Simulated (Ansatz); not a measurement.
Program: Ansatz. Geometries: PBE0-D4/def2-TZVP. ΔE: electronic, gas phase. CBS: MP2 limit from def2 TZ/QZ plus the TZ coupled-cluster correction, frozen cores. This one scheme is used for every species. Functionals use def2-TZVPP. HSE06 is defined as in plane-wave codes. def2 core potentials past Kr. For Sn outer-core shells are correlated without core-valence functions, which leaves a few kJ/mol of doubt a bond. One conformer a species, not always the lowest.

Reaction (cleavage of the Si–Sn bond): `Cl[Si](Cl)(Cl)[SnH3]` + H₂S → `S[Si](Cl)(Cl)Cl` + `[SnH4]`

`Cl[Si](Cl)(Cl)[SnH3]`:

Z-matrix (Å, degrees):
```
Si
Cl 1 2.046
Cl 1 2.046 2 107.8
Cl 1 2.046 2 107.8 3 116.2
Sn 1 2.561 2 111.0 3 -121.9
H 5 1.702 1 108.8 2 -179.9
H 5 1.702 1 108.7 2 -59.9
H 5 1.703 1 108.7 2 60.1
```

H₂S:

Cartesian coordinates in Å:
```
S 0.596 -0.127 -0.113
H -0.551 -0.793 -0.315
H -0.045 0.920 0.428
```

`S[Si](Cl)(Cl)Cl`:

Z-matrix (Å, degrees):
```
Si
Cl 1 2.027
Cl 1 2.033 2 109.6
S 1 2.105 2 106.1 3 121.4
Cl 1 2.033 2 109.6 3 -117.3
H 4 1.346 1 93.0 2 180.0
```

`[SnH4]`:

Cartesian coordinates in Å:
```
Sn 0.000 0.000 0.000
H -0.589 0.315 -1.568
H -0.911 0.884 1.137
H 1.636 0.467 0.096
H -0.136 -1.665 0.334
```

```csv
level,ΔE (eV)
PBE-D4,-0.27
revPBE-D4,-0.32
revPBE,-0.25
HSE06,-0.30
MP2/def2-SVP,-0.38
HF/def2-TZVPP,-0.37
CCSD/def2-TZVPP,-0.32
SCS-MP2/def2-QZVPP,-0.33
```

What does CCSD(T)/CBS give? (Estimate.)

The calculation gave: -0.27 eV. The listed levels differ from it by 0.00, -0.05, 0.02, -0.03, -0.11, -0.10, -0.05, -0.06 eV.

Largest T1 diagnostic among the species: 0.013.

From PBE to PBE0 (25 % exact exchange), in def2-TZVPP and without D4, ΔE moves by −0.04 eV. At CCSD(T), def2-SVP lies −0.04 eV from the extrapolated value and def2-TZVPP −0.06 eV. Leaving LDA and LC-ωPBE aside and taking each functional with its dispersion term where it has one, the values, not all of them listed here, spread over 0.20 eV, from B97M-V to PBE-D4. LDA lies −0.06 eV from PBE without D4.
